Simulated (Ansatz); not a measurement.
# Energy profile

The step: Si₂H₆ ([SiH3][SiH3]) + H₂O → Si₂H₆O ([OH][SiH2][SiH3]) + H₂; bonds formed: Si1–O7, H2–H6; bonds broken: Si1–H2, H6–O7 (atoms numbered as in the saddle structure below).

| atom | x (Å) | y (Å) | z (Å) |
| --- | --- | --- | --- |
| Si1 | -0.4757 | -0.0364 | -0.5155 |
| H2 | 1.1538 | 0.5620 | -0.9039 |
| H3 | -0.4832 | -0.7532 | -1.8185 |
| H4 | -1.9435 | 0.0325 | -0.1633 |
| Si5 | 0.5137 | -1.1914 | 1.2544 |
| H6 | 0.5491 | 1.5643 | -0.9540 |
| O7 | -0.4751 | 1.8344 | -0.6206 |
| H8 | 0.8894 | -0.2023 | 2.3032 |
| H9 | -0.3939 | -2.1982 | 1.8727 |
| H10 | 1.7525 | -1.8675 | 0.7846 |
| H11 | -1.0870 | 2.2556 | -1.2391 |

Electronic energies by CCSD(T) at an estimated basis limit (MP2 extrapolated from triple and quadruple zeta, plus CCSD(T) − MP2 in triple zeta), on PBE0-D4/def2-TZVP structures; Si$_{2}$H$_{8}$O, closed shell; no counterpoise correction. Computed with Ansatz 0.2.0 (basis: def2-TZVPP and def2-QZVPP); correlated methods freeze the cores. Extrapolation: Hartree–Fock as exp(−7.88 √X), correlation as X^−2.97.

(1) Give the profile in kJ/mol, counted from the separated reactants. (An estimate is asked for; the value comes from the calculation.)

No T1 diagnostic of these runs exceeds 0.014. The start structure is not quite a true minimum (one mode of 35i cm⁻¹).

## Answers

(1) By the calculation:
| point | kJ/mol |
| --- | --- |
| separated: Si$_{2}$H$_{6}$ (linked as [SiH3][SiH3]; Si1, H2, H3, H4, Si5, H8, H9, H10; singlet) + H$_{2}$O (H6, O7, H11; singlet) | 0.0 |
| start structure | -7.0 |
| saddle | 166.6 |
| end structure | -57.9 |
| separated: Si$_{2}$H$_{6}$O (linked as [OH][SiH2][SiH3]; Si1, H3, H4, Si5, O7, H8, H9, H10, H11; singlet) + H$_{2}$ (H2, H6; singlet) | -54.8 |

For scale, one of the runs: CCSD(T)/def2-TZVPP, 227 basis functions, launched by `ansatz run in.yaml --threads 4 --pin off --events-out ev --progress --plain --max-ram 9574MiB`. Time: 99 s of wall clock on 4 CPU threads of an Intel Xeon; the host was shared. Peak host memory: 3.5 GiB.
